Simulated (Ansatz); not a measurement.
Ansatz (a quantum-chemistry and plane-wave program) input:

Ansatz 0.2 input:
```yaml
crystal:
  periodic: [false, false, false]
  atoms:
    - {symbol: Mo, position_ang: [-0.03686456, -0.00514405, 0.01619184]}
    - {symbol: H, position_ang: [1.18116099, -0.36294647, 1.14928913]}
    - {symbol: H, position_ang: [0.18282356, 1.60147941, -0.49957601]}
    - {symbol: H, position_ang: [0.18432684, -1.02248283, -1.32977044]}
basis:
  gaussian:
    orbitals: def2-TZVPD
hamiltonian:
  xc: {name: wB97X-V}
magnetization: {spin_polarized: true, initial_magnetization: 3}
output: {forces: true}
```

Task: What final total energy does it print?

Result: -69.83877 Eh (wB97X-V/def2-TZVPD). The basis has 67 functions.

The spin state was set by rule; other spins were not relaxed.
